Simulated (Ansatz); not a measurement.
Process, species as SMILES: [SiH2]=C (CH2-SiH2) → C atom + 4 H atom + Si atom
B3LYP-D3(BJ)/def2-TZVP geometries, fixed; electronic energies without zero-point terms.

Basis-set convergence of the atomisation energy at PBE with Ansatz (a quantum-chemistry and plane-wave program). All functions are spherical. The program fits the integrals of some runs and decomposes those of others, by size. Open shells are unrestricted. No added dispersion term, no relativity. Functions are those of the species that has most. Reference: the value in aug-pcseg-3, 461.39 kcal/mol, itself unsure by roughly 0.31 kcal/mol (its mean distance from aug-cc-pV(Q+d)Z, cc-pV(5+d)Z, def2-QZVPPD). Deviations are taken from unrounded values.

```tsv
basis	functions
cc-pV(D+d)Z	57
aug-cc-pV(D+d)Z	91
cc-pV(T+d)Z	125
jun-cc-pV(T+d)Z	143
aug-cc-pV(T+d)Z	193
cc-pV(Q+d)Z	239
aug-cc-pV(Q+d)Z	353
cc-pV(5+d)Z	411
```

Problem. Which is the smallest correlation-consistent set listed that can be trusted to 2 kcal/mol here, that is, within that of the reference together with its larger relatives (same family, alike in diffuse functions; a set with none to test it counts only in the reference's own line)?

Solution. The smallest set listed that lies within 2 kcal/mol of the reference with all its larger relatives (same family, alike in diffuse functions; a set with none counts only in the reference's own line) is cc-pV(T+d)Z (125 functions, 0.00 kcal/mol off). Value minus reference: cc-pV(D+d)Z -6.57, aug-cc-pV(D+d)Z -7.12, cc-pV(T+d)Z 0.00, jun-cc-pV(T+d)Z -0.34, aug-cc-pV(T+d)Z -0.49, cc-pV(Q+d)Z 0.68, aug-cc-pV(Q+d)Z 0.57, cc-pV(5+d)Z 0.24 kcal/mol.
